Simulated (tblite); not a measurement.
Distances in Å between the heavy atoms of a computed structure (GFN2-xTB; lower triangle, same order across):
```
C1    0.00
C2    1.53  0.00
Si3   2.88  1.92  0.00
C4    3.72  3.12  1.92  0.00
F5    3.35  3.31  2.75  1.38  0.00
C6    2.50  1.53  2.86  4.46  4.82  0.00
N7    3.07  2.39  4.07  5.36  5.57  1.45  0.00
Si8   3.39  2.65  4.24  4.96  5.06  2.62  1.72  0.00
N9    2.47  1.46  2.72  3.24  3.40  2.37  2.48  1.72  0.00
```

Hydrogens: 3 on C1, 2 on Si3, 2 on C4, 2 on C6, 1 on N7, 2 on Si8, 1 on N9.

Charge 0, singlet.

Question: Read off the bonds between heavy atoms and their formal orders.

Answer: C1–C2 (single); C2–Si3 (single); Si3–C4 (single); C4–F5 (single); C2–C6 (single); C6–N7 (single); N7–Si8 (single); Si8–N9 (single); C2–N9 (single).

Question: Give the structure as a SMILES string.

Answer: `CC1([SiH2]CF)CN[SiH2]N1`, C4H13FN2Si2. The mark at the stereocentre is left out: distances alone don't tell a structure from its mirror image. Among its features: C–F bond, Si–H bond and C–Si bond.

Question: Which rings does it hold (smallest set)?

Answer: C2–C6–N7–Si8–N9 (5 members, 0.15 Å rms from planarity).

Question: Describe the place of each heavy atom.

Answer: C1: methyl carbon; C2: sp3 carbon bound to nitrogen; Si3: SiH2 silicon; C4: sp3 C–F carbon; F5: alkyl fluorine; C6: sp3 carbon bound to nitrogen; N7: silicon-bound nitrogen; Si8: SiH2 silicon; N9: silicon-bound nitrogen.
